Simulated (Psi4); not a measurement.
BrIPb (SMILES [Br][Pb][I]), singlet, geometry from GFN2-xTB (such geometries of metal compounds can be far from the true shape) (core potentials on I, Pb); PBE/def2-TZVPD run with Psi4 1.11.

Psi4 was given this input:
```
memory 2 GB

molecule mol {
0 1
Pb    0.178938   -0.191186    0.866854
Br    1.155264   -1.935539   -0.776561
I    -1.039757    1.573982   -0.828347
}

set {
  basis def2-tzvpd
  reference rks
}

energy('pbe')
print_variables()
```

It wrote (shortened):

```
   => Loading Basis Set <=

    Name: DEF2-TZVPD
    Role: ORBITAL
    Keyword: BASIS

    !!!  WARNING: ECP capability is in beta. Please check occupations closely.  !!!

         ---------------------------------------------------------
                                   SCF
               by Justin Turney, Rob Parrish, Andy Simmonett
                          and Daniel G. A. Smith
                              RKS Reference
         ---------------------------------------------------------

  ==> Geometry <==

    Molecular point group: cs
    Full point group: Cs

    Geometry (in Angstrom), charge = 0, multiplicity = 1:

       Center              X                  Y                   Z               Mass
    ------------   -----------------  -----------------  -----------------  -----------------
         PB           0.276330423997    -0.834725995284     0.000000000000   207.976652500000
         BR           2.273029730286     0.811477087381     0.000000000000    78.918337600000
         I           -1.866396043025     0.863350943248     0.000000000000   126.904471900000

  Running in cs symmetry.

  Rotational constants: A =      0.06193  B =      0.01905  C =      0.01457 [cm^-1]
  Rotational constants: A =   1856.53229  B =    571.08705  C =    436.74127 [MHz]
  Nuclear repulsion =  375.760373121642090

  Charge       = 0
  Multiplicity = 1
  Electrons    = 82
  Nalpha       = 41
  Nbeta        = 41

  ==> Algorithm <==

  SCF Algorithm Type is DF.
  DIIS enabled.
  MOM disabled.
  Fractional occupation disabled.
  Guess Type is SAD.
  Energy threshold   = 1.00e-06
  Density threshold  = 1.00e-06
  Integral threshold = 1.00e-12

  ==> Primary Basis <==

  Basis Set: DEF2-TZVPD
    Blend: DEF2-TZVPD
    Number of shells: 56
    Number of basis functions: 172
    Number of Cartesian functions: 200
    Spherical Harmonics?: true
    Max angular momentum: 3

  Core potential: DEF2-TZVPD
    Number of shells: 8
    Number of ECP primitives: 47
    Number of ECP core electrons: 88
    Max angular momentum: 3

  ==> DFT Potential <==

   => LibXC <=

    Version 7.1.2
    S. Lehtola, C. Steigemann, M. J. T. Oliveira, and M. A. L. Marques,  SoftwareX 7, 1–5 (2018) (10.1016/j.softx.2017.11.002)

   => Composite Functional: PBE <=

    PBE GGA Exchange-Correlation Functional

    J.P. Perdew et. al., Phys. Rev. Lett., 77(18), 3865-3868, 1996

    Deriv               =              1
    GGA                 =           TRUE
    Meta                =          FALSE

    Exchange Hybrid     =          FALSE
    MP2 Hybrid          =          FALSE

   => Exchange Functionals <=

    1.0000     XC_GGA_X_PBE

   => Correlation Functionals <=

    1.0000     XC_GGA_C_PBE

   => LibXC Density Thresholds  <==

    XC_GGA_C_PBE:  1.00E-12
    XC_GGA_X_PBE:  1.00E-15

   => Molecular Quadrature <=

    Radial Scheme          =       TREUTLER
    Pruning Scheme         =           NONE
    Nuclear Scheme         =       TREUTLER

    Blocking Scheme        =         OCTREE
    BS radius alpha        =              1
    Pruning alpha          =              1
    Radial Points          =             75
    Spherical Points       =            302
    Total Points           =          66152
    Total Blocks           =            595
    Max Points             =            256
    Max Functions          =            158
    Weights Tolerance      =       1.00E-15

   => Loading Basis Set <=

    Name: (DEF2-TZVPD AUX)
    Role: JKFIT
    Keyword: DF_BASIS_SCF

  ==> Integral Setup <==

  SCF_SUBTYPE=INCORE selected. In-core MEM_DF algorithm will be used.
  Using in-core AOs.

  ==> MemDFJK: Density-Fitted J/K Matrices <==

    J tasked:                   Yes
    K tasked:                    No
    wK tasked:                   No
    Algorithm:                 Core
    Schwarz Cutoff:           1E-12
    Mask sparsity (%):       4.7458
    Fitting Condition:        1E-10

   => Auxiliary Basis Set <=

  Basis Set: (DEF2-TZVPD AUX)
    Blend: DEF2-UNIVERSAL-JKFIT
    Number of shells: 159
    Number of basis functions: 735
    Number of Cartesian functions: 1041
    Spherical Harmonics?: true
    Max angular momentum: 6

  Minimum eigenvalue in the overlap matrix is 1.1523238765E-03.
  Reciprocal condition number of the overlap matrix is 1.9665451151E-04.
    Using symmetric orthogonalization.

  ==> Pre-Iterations <==

  SCF Guess: Superposition of Atomic Densities via on-the-fly atomic UHF (no occupation information).

   -------------------------
    Irrep   Nso     Nmo
   -------------------------
     A'       114     114
     A"        58      58
   -------------------------
    Total     172     172
   -------------------------

  ==> Iterations <==

                           Total Energy        Delta E     RMS |[F,P]|

   @DF-RKS iter SAD: -3060.29267126611012   -3.06029e+03   0.00000e+00
   @DF-RKS iter   1: -3062.92168907295581   -2.62902e+00   1.65337e-02 DIIS/ADIIS
   @DF-RKS iter   2: -3055.32628098124087    7.59541e+00   2.46463e-02 DIIS/ADIIS
   @DF-RKS iter   3: -3063.66524583415594   -8.33896e+00   9.84329e-03 DIIS/ADIIS
   @DF-RKS iter   4: -3064.37251083602769   -7.07265e-01   3.96368e-03 DIIS/ADIIS
   @DF-RKS iter   5: -3064.37356634902426   -1.05551e-03   3.33321e-03 DIIS/ADIIS
   @DF-RKS iter   6: -3064.48579096421281   -1.12225e-01   1.19177e-03 DIIS/ADIIS
   @DF-RKS iter   7: -3064.49854380734450   -1.27528e-02   4.71214e-04 DIIS/ADIIS
   @DF-RKS iter   8: -3064.50004374489981   -1.49994e-03   1.47212e-04 DIIS/ADIIS
   @DF-RKS iter   9: -3064.50028311837332   -2.39373e-04   3.50114e-05 DIIS
   @DF-RKS iter  10: -3064.50029587660265   -1.27582e-05   1.02142e-05 DIIS
   @DF-RKS iter  11: -3064.50029685196341   -9.75361e-07   1.90211e-06 DIIS
   @DF-RKS iter  12: -3064.50029687088681   -1.89234e-08   8.86418e-07 DIIS
  Energy and wave function converged.

  ==> Post-Iterations <==

   Electrons on quadrature grid:
      Ntotal   =   82.0000360560 ; deviation = 3.606e-05

    Orbital Energies [Eh]
    ---------------------

    Doubly Occupied:

[...]
    Virtual:

[...]
    Final Occupation by Irrep:
             Ap   App
    DOCC [    29,   12 ]
    NA   [    29,   12 ]
    NB   [    29,   12 ]

  @DF-RKS Final Energy: -3064.50029687088681

   => Energetics <=

    Nuclear Repulsion Energy =            375.7603731216420897
    One-Electron Energy =               -5187.2136801484311945
    Two-Electron Energy =                1876.1980788440323522
    DFT Exchange-Correlation Energy =    -129.2450686881303739
    Empirical Dispersion Energy =           0.0000000000000000
    VV10 Nonlocal Energy =                  0.0000000000000000
    Total Energy =                      -3064.5002968708868138

Computation Completed

Properties will be evaluated at   0.000000,   0.000000,   0.000000 [a0]

Properties computed using the SCF density matrix

 Multipole Moments:

 ------------------------------------------------------------------------------------
     Multipole            Electronic (a.u.)      Nuclear  (a.u.)        Total (a.u.)
 ------------------------------------------------------------------------------------

 L = 1.  Multiply by 2.5417464519 to convert [e a0] to [Debye]
 Dipole X            :        -73.8371245           73.6528483           -0.1842763
 Dipole Y            :        -61.0596930           59.7559742           -1.3037188
 Dipole Z            :          0.0000000            0.0000000            0.0000000
 Magnitude           :                                                    1.3166778

 ------------------------------------------------------------------------------------

  Variable Map:
  ----------------------------------------------------------------------------
[...]
  Array Variable Map:
  ----------------------------------------------------------------------------
[...]
[...]
```
